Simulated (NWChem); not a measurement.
System: silicon dioxide molecule (SiO2); SMILES O=[Si]=O

NWChem printed, in part:

```
             Northwest Computational Chemistry Package (NWChem) 7.3.0
             --------------------------------------------------------

                             Geometry "geometry" -> ""
                             -------------------------

 Output coordinates in angstroms (scale by  1.889725989 to convert to a.u.)

  No.       Tag          Charge          X              Y              Z
 ---- ---------------- ---------- -------------- -------------- --------------
    1 O                    8.0000     0.00000000     0.00000000    -1.50599200
    2 Si                  14.0000     0.00000000     0.00000000     0.00000000
    3 O                    8.0000     0.00000000     0.00000000     1.50599200

 Effective nuclear repulsion energy (a.u.)      89.9535825847

                                 NWChem DFT Module
                                 -----------------

 Summary of "ao basis" -> "ao basis" (spherical)
 ------------------------------------------------------------------------------
       Tag                 Description            Shells   Functions and Types
 ---------------- ------------------------------  ------  ---------------------
 O                          def2-svp                 6       14   3s2p1d
 Si                         def2-svp                 8       18   4s3p1d

 in cosmo_initialize ...
 calling solv_data for solv:clbenzen

 solvent parameters
 solvname_short: clbenzen
 solvname_long:  chlorobenzene
 dielec:        5.6968
 dielecinf:     2.3229
 nonaqueous SMD model solvent descriptors
 dielec:        5.6968
 sola:          0.0000
 solb:          0.0700
 solc:          0.8570
 solg:         47.4800
 solh:          0.1430
 soln:          1.5241

          ---------------
          -cosmo- solvent
          ---------------
 Cosmo: York-Karplus, doi: 10.1021/jp992097l
 dielectric constant -eps-     =   5.70
 screen = (eps-1)/(eps    )    =   0.82446
 surface charge correction     = lagrangian

   van der Waals surface
 --------------------------

 ---------- ATOMIC COORDINATES (A.U.) ------------ VDWR(ANG.) --
     1    0.00000000    0.00000000   -2.84591222     2.294
     2    0.00000000    0.00000000    0.00000000     2.470
     3    0.00000000    0.00000000    2.84591222     2.294
 number of segments per atom =        128
 number of   points per atom =        128
 atom (   nspa,  nppa )
 ----------------------
    1 (     92,     0 )       0
    2 (     56,     0 )       0
    3 (     92,     0 )       0
 number of -cosmo- surface points =      240
 molecular surface =    115.888 angstrom**2
 molecular volume  =    103.417 angstrom**3
 -lineq- algorithm             =   0
 -bem- low  level              =   3
 -bem- from -octahedral-
 gaussian surface charge width =   4.50000
 degree of switching           =   1.00000
 switching function tolerance  =   0.00010
 atomic radii =
 --------------
    1  8.000  2.294
    2 14.000  2.470
    3  8.000  2.294
 ...... end of -cosmo- initialization ......

 nat:                     3
 ixmem:                   608
 calling mnsol_interface()
 G(SMD-CDS) energy (kcal/mol)  =    -1.432
 SMD-CDS SASA (angstrom**2)    =    94.352

            General Information
            -------------------
          SCF calculation type: DFT
          Wavefunction type:  closed shell.
          No. of atoms     :     3
          No. of electrons :    30
           Alpha electrons :    15
            Beta electrons :    15
          Charge           :     0
          Spin multiplicity:     1
          Use of symmetry is: off; symmetry adaption is: off
          Maximum number of iterations: 150
          AO basis - number of functions:    46
                     number of shells:    20
          Convergence on energy requested:  1.00D-06
          Convergence on density requested:  1.00D-05
          Convergence on gradient requested:  5.00D-04

              XC Information
              --------------
                       M06-2X Method XC Functional
                     Hartree-Fock (Exact) Exchange  0.540
                        M06-2X Exchange Functional  1.000
                      M06-2X Correlation Potential  1.000

             Grid Information
             ----------------
          Grid used for XC integration:  medium
          Radial quadrature: Mura-Knowles
          Angular quadrature: Lebedev.
          Tag              B.-S. Rad. Rad. Pts. Rad. Cut. Ang. Pts.
          ---              ---------- --------- --------- ---------
          O                   0.60       49           8.0       434
          Si                  1.10       88           6.0       590
          Grid pruning is: on
          Number of quadrature shells:   186
          Spatial weights used:  Erf1

      Superposition of Atomic Density Guess
      -------------------------------------

 Sum of atomic energies:        -438.12085208

      Non-variational initial energy
      ------------------------------

 Total energy =    -438.464067
 1-e energy   =    -785.104014
 2-e energy   =     256.686365
 HOMO         =      -0.497279
 LUMO         =      -0.126161

   convergence    iter        energy       DeltaE   RMS-Dens  Diis-err
 ---------------- ----- ----------------- --------- --------- ---------
     COSMO gas phase
 d= 0,ls=0.0,diis     1   -439.4662484830 -5.29D+02  4.20D-02  1.41D+00
 d= 0,ls=0.0,diis     2   -439.1825443900  2.84D-01  2.51D-02  4.48D+00
 d= 0,ls=0.0,diis     3   -439.6432493832 -4.61D-01  1.73D-03  3.32D-03
 d= 0,ls=0.0,diis     4   -439.6437733238 -5.24D-04  3.82D-04  2.30D-04
 d= 0,ls=0.0,diis     5   -439.6435967658  1.77D-04  1.97D-04  1.85D-05
  Resetting Diis
 d= 0,ls=0.0,diis     6   -439.6436052949 -8.53D-06  4.13D-05  3.52D-06
 d= 0,ls=0.0,diis     7   -439.6436059301 -6.35D-07  5.00D-06  2.20D-08

   convergence    iter        energy       DeltaE   RMS-Dens  Diis-err
 ---------------- ----- ----------------- --------- --------- ---------
     COSMO solvation phase
 d= 0,ls=0.0,diis     1   -439.6527189510 -9.11D-03  1.71D-03  1.58D-03
 d= 0,ls=0.0,diis     2   -439.6528464247 -1.27D-04  6.60D-04  2.76D-03
 d= 0,ls=0.0,diis     3   -439.6531111644 -2.65D-04  1.92D-04  2.90D-05
 d= 0,ls=0.0,diis     4   -439.6531158392 -4.67D-06  4.65D-05  9.31D-06
 d= 0,ls=0.0,diis     5   -439.6531167129 -8.74D-07  7.19D-06  1.75D-08

         Total DFT energy =     -439.653116712935
      One electron energy =     -786.494077481142
           Coulomb energy =      295.211533624255
    Exchange-Corr. energy =      -38.062349099519
 Nuclear repulsion energy =       89.953582584717

             COSMO energy =       -0.261806341246

 Numeric. integr. density =       29.999997796884

                                COSMO-SMD solvation results
                                ---------------------------

             internal energy in gas <Psi(g)|H|Psi(g)> =      -439.643605930105
         internal energy in solvent <Psi(s)|H|Psi(s)> =      -439.643188787220
                               delta internal energy  =         0.000417142885 (    0.26 kcal/mol)
   total free energy in solvent <Psi(s)|H+V/2|Psi(s)> =      -439.650834562886
 polarization energy contribution <Psi(s)|V/2|Psi(s)> =        -0.007645775665 (   -4.80 kcal/mol)
    total free energy in solvent including G(SMD-CDS) =      -439.653116712935
                       G(SMD-CDS) energy contribution =        -0.002282150049 (   -1.43 kcal/mol)
     1 M fixed-concentration free energy of solvation =        -0.009510782830 (   -5.97 kcal/mol)

                       DFT Final Molecular Orbital Analysis
                       ------------------------------------

 Vector   13  Occ=2.000000D+00  E=-4.457317D-01
              MO Center=  6.5D-10, -6.5D-10, -4.9D-06, r^2= 2.5D+00
   Bfn.  Coefficient  Atom+Function         Bfn.  Coefficient  Atom+Function
  ----- ------------  ---------------      ----- ------------  ---------------
     4      0.267103  1 O  px                 5     -0.266733  1 O  py
    36      0.267102  3 O  px                37     -0.266732  3 O  py
     7      0.187825  1 O  px                 8     -0.187565  1 O  py
    39      0.187824  3 O  px                40     -0.187564  3 O  py
    22      0.179572  2 Si px                23     -0.179323  2 Si py

 Vector   14  Occ=2.000000D+00  E=-4.018233D-01
              MO Center= -1.8D-10, -1.9D-10,  4.8D-06, r^2= 2.7D+00
   Bfn.  Coefficient  Atom+Function         Bfn.  Coefficient  Atom+Function
  ----- ------------  ---------------      ----- ------------  ---------------
     5      0.304582  1 O  py                37     -0.304583  3 O  py
     4      0.302545  1 O  px                36     -0.302545  3 O  px
     8      0.224011  1 O  py                40     -0.224011  3 O  py
     7      0.222512  1 O  px                39     -0.222513  3 O  px
    29     -0.114709  2 Si d -1              31      0.113942  2 Si d  1

 Vector   15  Occ=2.000000D+00  E=-4.018233D-01
              MO Center= -9.1D-11,  9.3D-11,  4.8D-06, r^2= 2.7D+00
   Bfn.  Coefficient  Atom+Function         Bfn.  Coefficient  Atom+Function
  ----- ------------  ---------------      ----- ------------  ---------------
     4      0.304582  1 O  px                36     -0.304583  3 O  px
     5     -0.302545  1 O  py                37      0.302545  3 O  py
     7      0.224011  1 O  px                39     -0.224011  3 O  px
     8     -0.222512  1 O  py                40      0.222513  3 O  py
    31      0.114709  2 Si d  1              29      0.113942  2 Si d -1

 Vector   16  Occ=0.000000D+00  E=-6.333389D-02
              MO Center=  1.0D-08, -1.5D-08,  6.5D-09, r^2= 2.7D+00
   Bfn.  Coefficient  Atom+Function         Bfn.  Coefficient  Atom+Function
  ----- ------------  ---------------      ----- ------------  ---------------
    18      0.956464  2 Si s                  6     -0.259393  1 O  pz
    38      0.259393  3 O  pz                30     -0.244504  2 Si d  0
     3     -0.218106  1 O  s                 35     -0.218106  3 O  s
    16      0.202288  2 Si s                  9     -0.175881  1 O  pz
    41      0.175881  3 O  pz                17      0.163405  2 Si s

 Vector   17  Occ=0.000000D+00  E= 3.459177D-02
              MO Center= -9.7D-09,  9.1D-09,  5.0D-08, r^2= 2.8D+00
   Bfn.  Coefficient  Atom+Function         Bfn.  Coefficient  Atom+Function
  ----- ------------  ---------------      ----- ------------  ---------------
    25      0.569248  2 Si px                26     -0.545786  2 Si py
    22      0.269052  2 Si px                23     -0.257963  2 Si py
     7     -0.234033  1 O  px                39     -0.234033  3 O  px
     8      0.224388  1 O  py                40      0.224388  3 O  py
     4     -0.204943  1 O  px                36     -0.204943  3 O  px

 Vector   18  Occ=0.000000D+00  E= 3.459177D-02
              MO Center=  3.6D-09,  3.3D-09,  5.1D-08, r^2= 2.8D+00
   Bfn.  Coefficient  Atom+Function         Bfn.  Coefficient  Atom+Function
  ----- ------------  ---------------      ----- ------------  ---------------
    26      0.569248  2 Si py                25      0.545786  2 Si px
    23      0.269052  2 Si py                22      0.257963  2 Si px
     8     -0.234033  1 O  py                40     -0.234033  3 O  py
     7     -0.224388  1 O  px                39     -0.224388  3 O  px
     5     -0.204943  1 O  py                37     -0.204943  3 O  py

     Multipole analysis of the density
     ---------------------------------

     L   x y z        total         alpha         beta         nuclear
     -   - - -        -----         -----         ----         -------
     0   0 0 0     -0.000000    -15.000000    -15.000000     30.000000

     1   1 0 0     -0.000000     -0.000000     -0.000000      0.000000
     1   0 1 0      0.000000      0.000000      0.000000      0.000000
     1   0 0 1      0.000001      0.000001      0.000001      0.000000

     2   2 0 0    -14.363400     -7.181700     -7.181700      0.000000
     2   1 1 0      0.000000      0.000000      0.000000      0.000000
     2   1 0 1      0.000000      0.000000      0.000000      0.000000
     2   0 2 0    -14.363400     -7.181700     -7.181700      0.000000
     2   0 1 1     -0.000000     -0.000000     -0.000000      0.000000
     2   0 0 2    -24.588771    -77.088117    -77.088117    129.587462
```

Level: M06-2X/def2-SVP, SMD on the gas-phase geometry. Structure relaxed at the PBE0-D3(BJ)/def2-TZVP level. Solvent: chlorobenzene.

Q: Which NWChem input produces such a log?

A: Several could match; the one computed here: the input that was run:
```
start job
memory heap 200 mb stack 900 mb global 1100 mb
geometry units angstroms noautosym nocenter noautoz
  O      0.000000     0.000000    -1.505992
  Si     0.000000     0.000000     0.000000
  O      0.000000     0.000000     1.505992
end
basis spherical
  * library def2-svp
end
dft
  xc m06-2x
  iterations 150
end
cosmo
  do_cosmo_smd true
  solvent clbenzen
end
task dft energy
```
